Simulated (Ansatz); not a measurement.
Conformers of C₂H₇InO₂S, SMILES `C[O][In]([SH])[O]C`, each relaxed with PBE0-D4/def2-TZVP in Ansatz. CBS adds the triple-zeta coupled-cluster correction to the MP2 limit.

Elements past krypton have def2 core potentials. Outer-core shells of In are correlated without core-valence functions. Spin–orbit coupling is left out.

Not all of them had a frequency check.

Conformer A:

Cartesian coordinates in Å:
```
C 0.776 2.151 1.597
O 1.039 2.004 0.220
In 0.382 0.443 -0.778
S 0.674 0.178 -3.107
O -0.516 -0.915 0.351
C -1.023 -2.109 -0.183
H -0.226 2.560 1.777
H 1.505 2.856 2.009
H 0.860 1.213 2.158
H 0.053 -1.015 -3.098
H -1.425 -2.712 0.638
H -0.257 -2.714 -0.688
H -1.842 -1.941 -0.897
```

Conformer B:

```xyz
13

C     0.741   -2.450    0.284
O     0.184   -1.281   -0.261
In    0.243    0.456    0.680
S     1.225    0.779    2.804
O    -0.564    1.948   -0.322
C    -1.218    1.739   -1.552
H     0.266   -2.747    1.228
H     1.821   -2.363    0.465
H     0.593   -3.267   -0.431
H     0.921    2.089    2.798
H    -1.217    2.683   -2.107
H    -2.262    1.435   -1.407
H    -0.734    0.980   -2.179
```

Q: Which is lowest in electronic energy at CCSD(T)/CBS (frozen core, def2 sets), and by how much? (Estimate.)

A: Ansatz gave: B; A lies 0.6 kJ/mol higher. Gaps under about 2 kJ/mol don't settle the order.

Q: Give the energies relative to B (kJ/mol) with B3LYP-D4/def2-TZVPP, ωB97M-V/def2-TZVPP, B2PLYP/def2-TZVPP, PBE0/def2-TZVPP, MP2/def2-TZVPP, HF/CBS(def2), MP2/CBS(def2). (Best estimate.)

A: The calculation gave: 
```
              level    A
B3LYP-D4/def2-TZVPP  0.9
 ωB97M-V/def2-TZVPP  0.8
  B2PLYP/def2-TZVPP  1.2
    PBE0/def2-TZVPP  1.1
     MP2/def2-TZVPP  0.8
       HF/CBS(def2)  2.0
      MP2/CBS(def2)  0.6
```

B3LYP here is the variant with VWN-RPA as its local correlation; programs differ in this.
